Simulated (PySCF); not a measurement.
Cartesian coordinates (Å):
```xyz
13

W     -0.0999    -0.0489     0.0802
O     -1.7319     0.3925     0.9861
H     -1.6505     0.6126     1.9343
O     -0.0629    -1.9558     0.0770
H     -0.3615    -2.4212    -0.7284
O     -1.0205    -0.4621    -1.6001
H     -1.1982     0.3188    -2.1572
O     -0.1168     1.8036    -0.5664
H     -0.9406     2.2790    -0.3485
O      0.5250    -0.0036     1.9321
H      1.4649    -0.2151     2.0831
O      1.7322     0.1113    -0.4513
H      2.1125     1.0050    -0.5432
```
Charge 0, spin multiplicity 1.

**Question.** What HOMO, LUMO, total energy, charge on the central atom (Mulliken) and dipole moment does TPSSh-D3(BJ)/def2-TZVP // TPSS-D3(BJ)/def2-SVP run with PySCF 2.14.0 give?

**Answer.** 
```
Item                                          Value
-------------------------------------  ------------
HOMO                                       -7.85 eV
LUMO                                       -3.12 eV
total energy                           -522.4774 Ha
charge on the central atom (Mulliken)        1.50 e
dipole moment                                1.86 D
```
